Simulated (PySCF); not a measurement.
**Löwdin shares of the frontier orbitals**

CH7NO2Si.
Atom-mapped SMILES: `[CH3:1][O:2][Si@H:3]([NH2:4])[OH:5]` (hydrogens: H6, H7, H8 on C1; H9 on Si3; H10, H11 on N4; H12 on O5)

Cartesian coordinates in Å at the GFN2-xTB level; atoms count from 1:
```
atom  x, y, z in Å
C1     1.979   -0.446    0.030
O2     0.619   -0.697    0.231
Si3   -0.602    0.371    0.227
N4    -2.117   -0.445    0.224
O5    -0.452    1.262   -1.131
H6     2.481   -1.405   -0.108
H7     2.406    0.063    0.898
H8     2.132    0.177   -0.853
H9    -0.584    1.229    1.407
H10   -2.366   -0.961   -0.606
H11   -2.339   -1.001    1.032
H12   -1.157    1.852   -1.378
```

Computed with TDDFT PBE0/def2-SVPD, vertical, gas phase, core orbitals frozen in the response (PySCF).

Frontier orbitals with the atoms that hold most of them (Löwdin shares over 4%, at most four atoms; ? is withheld):

| orbital | ε (eV) | atoms |
| --- | --- | --- |
| HOMO-3 | -9.26 | O5 45%, O2 18%, Si3 10%, C1 8% |
| HOMO-2 | -8.74 | O2 42%, C1 14%, O5 14%, Si3 9% |
| HOMO-1 | -8.19 | ? |
| HOMO | ? | N4 71%, Si3 8%, H11 7%, H10 7% |
| LUMO | 0.42 | ? |
| LUMO+1 | 1.04 | H11 13%, Si3 13%, O2 13%, O5 12% |
| LUMO+2 | 1.18 | C1 24%, O5 15%, O2 14%, H7 12% |

(1) Give the leading atoms of the HOMO-1.

(2) Which atoms hold the LUMO, and with what shares?

(3) What is the HOMO energy, and the HOMO–LUMO gap?

## Answers

(1) O2 (bonded to C and Si) 51%; C1 (bonded to O and 3 H) 13%; Si3 (bonded to N, 2 O and H) 10%; H9 (bonded to Si) 9%.

(2) Si3 (bonded to N, 2 O and H) 32%; O5 (bonded to Si and H) 24%; H12 (bonded to O) 14%; H10 (bonded to N) 6%. By element: silicon 32%, oxygen 24% or more, hydrogen 19% or more.

(3) ε(HOMO) = -7.79 eV; the gap is 8.21 eV (0.3016 hartree).

Question: The HOMO–LUMO gap is 8.21 eV. Where does the response calculation put the lowest singlet, and from which orbitals?

Answer: S1 is at 6.95 eV (f = 0.044), 1.25 eV below the gap, made of HOMO→LUMO (87%), HOMO→LUMO+1 (12%). 

Question: Give energy, strength and leading configuration of S1, S2 and S3, and follow the Löwdin shares of the leading atoms from the occupied to the empty orbital.

Answer: 
- S1 (6.95 eV, f 0.044), HOMO→LUMO (87%): N4 71% → at most 6%, Si3 8% → 32%, O5 at most 7% → 24%
- S2 (7.49 eV, f 0.0091), HOMO→LUMO+1 (77%): N4 71% → at most 13%, Si3 8% → 13%, H11 7% → 13%
- S3 (7.57 eV, f 0.0098), HOMO-1→LUMO (88%): O2 51% → at most 6%, C1 13% → at most 6%, Si3 10% → 32%, O5 at most 9% → 24%

Löwdin shares depend on the basis, the more so with diffuse functions.

One conformer stands for the species.

Without π bonds the low states are Rydberg-like; a valence basis with one diffuse set may place them up to an eV too high.
